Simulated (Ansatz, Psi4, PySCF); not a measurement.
System: CH7OSi2, net charge 0, doublet state. SMILES: C[SiH2]O[SiH2]
Geometry from a B3LYP-D3(BJ)/def2-TZVP (Ansatz, a program for electronic structure) optimisation:
```
Si
O 1 1.6472
Si 2 1.6386 1 147.85
H 1 1.4827 2 108.75 3 75.60
H 1 1.4840 4 108.59 2 118.47
H 3 1.4881 2 107.88 1 167.94
H 3 1.4919 6 110.08 2 119.89
C 1 1.8609 4 110.76 5 121.90
H 8 1.0916 1 110.95 4 -179.79
H 8 1.0916 9 108.23 1 121.86
H 8 1.0928 9 108.12 10 116.89
```
Charge 0, spin multiplicity 2.

Wanted: atomisation energy, in kcal/mol. Set-up: no dispersion term unless named; atomisation electronic, to ground-state atoms; 6-311+G** with 5d, 6d on Na to Ar in Ansatz; spin-orbit terms left out; 6-31G* and kin with 6d, 5d where marked; valence correlation only; non-relativistic; UHF or UKS for open shells. CBS marks a two-point X^-3 extrapolation of the correlation energy; Hartree-Fock from the larger set. First-principles rows: single points at B3LYP-D3(BJ) geometries (Ansatz).

Coupled cluster (Ansatz) is a level with limits of its own, used here on species with T1 under 0.025 (0.045 for open shells) and stable references: CCSD(T)/CBS(cc-pV(T+d)Z,cc-pV(Q+d)Z).

Value to compare with, CCSD(T)/CBS(cc-pV(T+d)Z,cc-pV(Q+d)Z) (Ansatz): 908.3 kcal/mol.

```tsv
level	program	atomisation energy (kcal/mol)	difference
PBE/STO-3G	Ansatz	1110.7	202.4
PBE/def2-SVP	Ansatz	892.9	-15.4
B3LYP/6-31G*	Ansatz	883.2	-25.1
B3LYP/def2-SVP	Ansatz	888.2	-20.1
B3LYP/cc-pVDZ	Ansatz	864.9	-43.4
PBE0/6-31G*	Ansatz	880.4	-27.9
M06-2X/6-31G* (5d)	PySCF	892.9	-15.4
wB97X-D/6-31G*	Psi4	889.7	-18.6
MP2/6-31G*	Ansatz	811.3	-97.0
MP2/6-311+G**	Ansatz	852.2	-56.1
B3LYP-D3(BJ)/def2-TZVPD	Ansatz + dftd3	906.0	-2.3
wB97X-V/def2-TZVPD	Ansatz	909.1	0.8
```

Among the 10 habitual levels, PBE/STO-3G lies farthest from CCSD(T)/CBS(cc-pV(T+d)Z,cc-pV(Q+d)Z) (Ansatz) (202.4 kcal/mol); 1 of 10 lie above it, and their mean absolute difference is 52.1 kcal/mol, the median 26.5. One case shows no general order.

The levels are drawn from those run, B3LYP/6-31G* more often than the rest, none by its result; left out are runs that failed, that the program found above a lower state of the same kind, or whose <S^2> lies over 0.5 above the pure value.
